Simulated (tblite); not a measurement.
Species: C8H7ClO2.
Bonds: C1–C2, C2–C3 (aromatic), C3–C4 (aromatic), C4–C5 (aromatic), C5–C6, C6–O7 (double), C6–O8, C5–C9 (aromatic), C9–Cl10, C9–C11 (aromatic), C2–C11 (aromatic). Hydrogens: H12, H13, H14 on C1; H15 on C3; H16 on C4; H17 on O8; H18 on C11.

Computed with GFN2-xTB (tblite), gas phase: L-BFGS steps from a force-field or distance-geometry start until the largest atomic force falls under 0.01 eV/Å.

Step 10: E = -908.6495 eV
```
atom  x, y, z in Å  |  force x, y, z in eV/Å
C1      2.9766   -0.2760    0.2713   -0.049   0.002  -0.013
C2      1.4891   -0.1399    0.1654   -0.035  -0.015   0.038
C3      0.8689    0.0016   -1.0752    0.004   0.002  -0.005
C4     -0.5002    0.1255   -1.1713    0.026  -0.008   0.022
C5     -1.3122    0.1145   -0.0311    0.007   0.008  -0.041
C6     -2.7810    0.2511   -0.1707    0.063   0.001  -0.013
O7     -3.5882    0.2599    0.7227    0.019  -0.005   0.003
O8     -3.1649    0.3745   -1.4561    0.011  -0.003  -0.020
C9     -0.6879   -0.0258    1.2134   -0.009   0.007  -0.031
Cl10   -1.5857   -0.0518    2.6777   -0.008   0.000  -0.009
C11     0.6918   -0.1511    1.2993   -0.017  -0.002   0.021
H12     3.4601    0.6628    0.0020   -0.018  -0.005  -0.007
H13     3.3354   -1.0426   -0.4128    0.005   0.007  -0.007
H14     3.2751   -0.5391    1.2829   -0.021   0.010  -0.021
H15     1.4743    0.0118   -1.9692   -0.015   0.002  -0.022
H16    -0.9654    0.2304   -2.1403    0.000   0.001   0.068
H17    -4.1300    0.4613   -1.4954    0.006  -0.001   0.016
H18     1.1354   -0.2608    2.2759    0.031  -0.001   0.021
```

Step 11: E = -908.6500 eV
```
atom  x, y, z in Å  |  force x, y, z in eV/Å
C1      2.9753   -0.2762    0.2708   -0.037   0.002  -0.006
C2      1.4886   -0.1407    0.1664   -0.035  -0.005   0.000
C3      0.8703    0.0014   -1.0754   -0.033   0.003  -0.006
C4     -0.4991    0.1255   -1.1711    0.027  -0.007   0.016
C5     -1.3113    0.1146   -0.0312    0.015   0.006  -0.028
C6     -2.7797    0.2512   -0.1720    0.057  -0.001  -0.004
O7     -3.5868    0.2597    0.7217    0.022  -0.003  -0.013
O8     -3.1640    0.3745   -1.4578    0.005  -0.003   0.010
C9     -0.6879   -0.0256    1.2140   -0.009   0.006  -0.028
Cl10   -1.5868   -0.0518    2.6782   -0.002   0.001  -0.019
C11     0.6918   -0.1511    1.3006   -0.025  -0.004   0.024
H12     3.4584    0.6621    0.0016   -0.012   0.015  -0.012
H13     3.3351   -1.0418   -0.4132    0.005  -0.008  -0.015
H14     3.2735   -0.5384    1.2818   -0.007   0.000   0.004
H15     1.4737    0.0121   -1.9712   -0.011  -0.001   0.006
H16    -0.9664    0.2306   -2.1393    0.012   0.000   0.067
H17    -4.1293    0.4611   -1.4932    0.005  -0.001   0.002
H18     1.1361   -0.2609    2.2775    0.021   0.001   0.002
```

Task: Estimate the geometry and energy of step 12. (The exact step hangs on the optimiser's Hessian estimate; all steps are aligned on step 11, rigid shifts and turns removed.)

Result: E = -908.6504 eV, largest force 0.043 eV/Å
```
atom  x, y, z in Å  |  force x, y, z in eV/Å
C1      2.9736   -0.2764    0.2703   -0.011   0.001  -0.002
C2      1.4875   -0.1415    0.1671   -0.030   0.001  -0.002
C3      0.8709    0.0013   -1.0755   -0.026  -0.001  -0.011
C4     -0.4978    0.1255   -1.1708    0.000  -0.003   0.012
C5     -1.3103    0.1149   -0.0316    0.018   0.004  -0.011
C6     -2.7777    0.2513   -0.1732    0.030  -0.002   0.000
O7     -3.5853    0.2595    0.7204    0.026  -0.002  -0.017
O8     -3.1631    0.3743   -1.4590    0.006  -0.002   0.022
C9     -0.6882   -0.0254    1.2141   -0.002   0.002  -0.002
Cl10   -1.5876   -0.0518    2.6782   -0.003   0.003  -0.024
C11     0.6914   -0.1512    1.3022   -0.014  -0.005  -0.007
H12     3.4566    0.6619    0.0011   -0.013   0.021  -0.013
H13     3.3348   -1.0412   -0.4137   -0.001  -0.012  -0.015
H14     3.2720   -0.5378    1.2810    0.001  -0.006   0.017
H15     1.4730    0.0122   -1.9728   -0.008  -0.003   0.029
H16    -0.9670    0.2307   -2.1372    0.012   0.002   0.041
H17    -4.1285    0.4609   -1.4911    0.004  -0.001  -0.008
H18     1.1369   -0.2609    2.2789    0.010   0.002  -0.008
```

The energy changes by -0.0004 eV. The first-order estimate −F·Δx gives -0.0006 eV and the mean of the old and new forces, exact on a quadratic surface, -0.0004 eV. The step makes an angle of 53° with the force vector and moves no atom by more than 0.002 Å.

Run on one thread of an Arm Neoverse V2, no GPU (shared host).
